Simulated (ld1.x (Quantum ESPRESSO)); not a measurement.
## u(r) = r·R(r): atom against pseudo-atom (aluminium (Al))

Columns: radius, all-electron u(r) and pseudo u(r) of the 2p shell (level -78.03 eV) of aluminium in the configuration [He] 2s2 2p6 3s2 3p0; PBE, non-relativistic, ultrasoft scheme, ld1.x (Quantum ESPRESSO) 7.5.

| r (bohr) | all-electron | pseudo |
| --- | --- | --- |
| 0.065 | 0.1924 | 0.0141 |
| 0.130 | 0.5246 | 0.0553 |
| 0.195 | 0.8220 | 0.1201 |
| 0.260 | 1.0366 | 0.2034 |
| 0.325 | 1.1670 | 0.2984 |
| 0.390 | 1.2261 | 0.3976 |
| 0.455 | 1.2312 | 0.4936 |
| 0.520 | 1.1983 | 0.5794 |
| 0.585 | 1.1406 | 0.6492 |
| 0.650 | 1.0677 | 0.6990 |
| 0.715 | 0.9869 | 0.7266 |
| 0.780 | 0.9033 | 0.7318 |
| 0.845 | 0.8203 | 0.7163 |
| 0.910 | 0.7401 | 0.6835 |
| 0.975 | 0.6643 | 0.6376 |
| 1.040 | 0.5937 | 0.5835 |
| 1.105 | 0.5287 | 0.5260 |
| 1.170 | 0.4693 | 0.4690 |
| 1.235 | 0.4154 | 0.4154 |
| 1.300 | 0.3669 | 0.3669 |
| 1.365 | 0.3234 | 0.3234 |
| 1.430 | 0.2846 | 0.2846 |
| 1.495 | 0.2500 | 0.2500 |
| 1.560 | 0.2195 | 0.2195 |
| 1.625 | 0.1924 | 0.1924 |
| 1.690 | 0.1686 | 0.1686 |

(1) How many radial nodes do the two functions have?

(2) At about which radius was the pseudo-wave matched?

(3) Is the pseudo-wave norm-conserving?

Answers

(1) The all-electron 2p function has n − l − 1 = 0; the pseudo-wave has 0.

(2) 1.30 bohr. The columns agree to 0.0005 from 1.17 bohr on; several derivatives are matched, so the curves merge somewhat inside the radius.

(3) No, it belongs to an ultrasoft set: the norm inside the radius is not constrained, and the difference is carried by the augmentation charge.
